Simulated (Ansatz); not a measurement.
Correlation energies of C2H8BGeIn by basis set

```xyz
13

B    -0.372    0.485    1.729
Ge    0.057    1.211   -0.019
In    1.618   -0.846    1.210
C    -0.459    0.399   -1.699
C    -1.528   -0.388   -1.800
H     0.037    1.052    2.703
H    -1.170   -0.405    1.825
H     1.140    2.276   -0.277
H     1.619   -1.943    2.542
H     2.902   -0.997    0.058
H     0.135    0.606   -2.586
H    -1.821   -0.839   -2.744
H    -2.157   -0.612   -0.943
```

The species carries charge 0 and has multiplicity 1. Correlated methods include outer-core shells of Ge, In, which these sets cover unevenly. Scalar relativity is left out up to krypton. In: def2 effective core potential. The bonds changed during the relaxation, so this is another structure than the one it started from. The structure was optimised at the PBE0-D4/def2-TZVP level. It is one conformer, not always the lowest. Frozen core, restricted reference, Ansatz 0.2.0.

```
     basis      HF (Eh)  MP2 corr.
  def2-SVP  -2369.22121   -0.69068
def2-TZVPP  -2369.60760   -1.00068
def2-QZVPP  -2369.65524   -1.48040
```

**Question.** Estimate the CCSD correlation energy and the (T) correction in each basis where they were run (hartree).

**Answer.** 
```json
{"basis": "def2-SVP", "CCSD corr.": "-0.74505", "(T)": "-0.02789"}
```
